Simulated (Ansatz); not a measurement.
Program: Ansatz. Geometries: PBE0-D4/def2-TZVP. ΔE: electronic, gas phase. CCSD(T)/CBS adds triple-zeta CCSD(T) − MP2 to the extrapolated MP2 energy (def2 sets, frozen cores). Functionals use def2-TZVPP. B3LYP here is the variant with VWN-RPA as its local correlation; programs differ in this. One conformer a species, not always the lowest.

Consider the cleavage of the Si–Si bond: `CC(F)[SiH2][SiH3]` + `OC([SiH3])S` → `[SiH3]OC([SiH3])S` + `CC(F)[SiH3]`.

```json
{"level": "PBE0-D4", "ΔE (kcal/mol)": "-19.6", "difference from CCSD(T)/CBS": "3.8"}
{"level": "ωB97M-V", "ΔE (kcal/mol)": "-24.2", "difference from CCSD(T)/CBS": "-0.8"}
{"level": "PBE", "ΔE (kcal/mol)": "-17.6", "difference from CCSD(T)/CBS": "5.8"}
{"level": "PBE0", "ΔE (kcal/mol)": "-19.1", "difference from CCSD(T)/CBS": "4.3"}
{"level": "B3LYP", "ΔE (kcal/mol)": "-23.0", "difference from CCSD(T)/CBS": "0.4"}
{"level": "HF/def2-TZVPP", "ΔE (kcal/mol)": "-27.8", "difference from CCSD(T)/CBS": "-4.4"}
{"level": "SCS-MP2/def2-TZVPP", "ΔE (kcal/mol)": "-26.4", "difference from CCSD(T)/CBS": "-3.0"}
{"level": "CCSD(T)/def2-TZVPP", "ΔE (kcal/mol)": "-23.6", "difference from CCSD(T)/CBS": "-0.2"}
{"level": "HF/def2-QZVPP", "ΔE (kcal/mol)": "-28.1", "difference from CCSD(T)/CBS": "-4.7"}
{"level": "MP2/def2-QZVPP", "ΔE (kcal/mol)": "-25.8", "difference from CCSD(T)/CBS": "-2.4"}
{"level": "CCSD(T)/CBS", "ΔE (kcal/mol)": "-23.4", "difference from CCSD(T)/CBS": "0"}
```

Largest T1 diagnostic among the species: 0.012.

The D4 term adds −1.0 kcal/mol with B3LYP and −0.5 kcal/mol with PBE0; it sums over pairs of atoms, weighted by their polarisabilities, and B3LYP, whose exchange is more repulsive, gets the larger term. From PBE to PBE0 (25 % exact exchange), in def2-TZVPP and without D4, ΔE moves by −1.5 kcal/mol. In def2-TZVPP, CCSD(T) changes the Hartree–Fock value by +4.2 kcal/mol (the triples alone add +0.4 kcal/mol) and MP2 by +2.0 kcal/mol.
